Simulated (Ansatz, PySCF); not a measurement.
Gas-phase reaction (SMILES): O[Si](Cl)(Cl)Cl + [H][H] (H2) -> Cl[SiH](Cl)Cl [trichlorosilane] + O (H2O); hydrogen cleaves one Si-O bond, a model of a ligand-exchange step.

Geometries: B3LYP-D3(BJ)/def2-TZVP minima from Ansatz (a quantum-chemistry and plane-wave program), one conformer each, not searched for the lowest. Valence correlation only, unless marked. No spin-orbit coupling. Non-relativistic. CBS(X,Y): correlation extrapolated as X^-3; Hartree-Fock from the larger set. Thermal terms are rigid-rotor harmonic-oscillator values from B3LYP-D3(BJ) frequencies (Ansatz or PySCF) at 298.15 K and 1 atm. 1 Eh = 627.5095 kcal/mol.

| species | E, CCSD(T)/CBS(cc-pV(T+d)Z,cc-pV(Q+d)Z) (Ansatz) (Eh) | E, r2SCAN-D4/def2-TZVPD (Ansatz + dftd4) (Eh) | H - E (Eh) | G - E (Eh) |
|---|---|---|---|---|
| O[Si](Cl)(Cl)Cl | -1744.39215 | -1746.07821 | 0.02725 | -0.01279 |
| [H][H] (H2) | -1.17450 | -1.17100 | 0.01336 | -0.00144 |
| Cl[SiH](Cl)Cl | -1669.15876 | -1670.79141 | 0.02027 | -0.01548 |
| O (H2O) | -76.37426 | -76.42298 | 0.02495 | 0.00353 |

Question: Work out ΔE and ΔH, ΔG, ΔS and the equilibrium constant at 298.15 K at the first level, then ΔH at the second.

Answer: 
1. ΔE = [(-1669.15876) + (-76.37426)] - [(-1744.39215) + (-1.17450)] = 0.03363 Eh = 21.1 kcal/mol at CCSD(T)/CBS(cc-pV(T+d)Z,cc-pV(Q+d)Z).
2. The terms H - E add up to 0.00461 Eh, so ΔH = (0.03363 + (0.00461))×627.5095 = 24.0 kcal/mol.
3. The terms G - E add up to 0.00228 Eh, so ΔG = 22.5 kcal/mol, and ΔS = (0.00461 - (0.00228))×627509.5/298.15 = 4.9 cal/(mol K).
4. log10 K = -ΔG/(RT ln 10) = -16.5, with RT ln 10 = 1.3642 kcal/mol.
5. At r2SCAN-D4/def2-TZVPD the same steps give ΔE = 21.8 and ΔH = 24.7 kcal/mol, a shift of +0.7 from the first level.
6. These values are not checked against measurement here, since the tables used lack a sound gas-phase enthalpy of formation for at least one species.
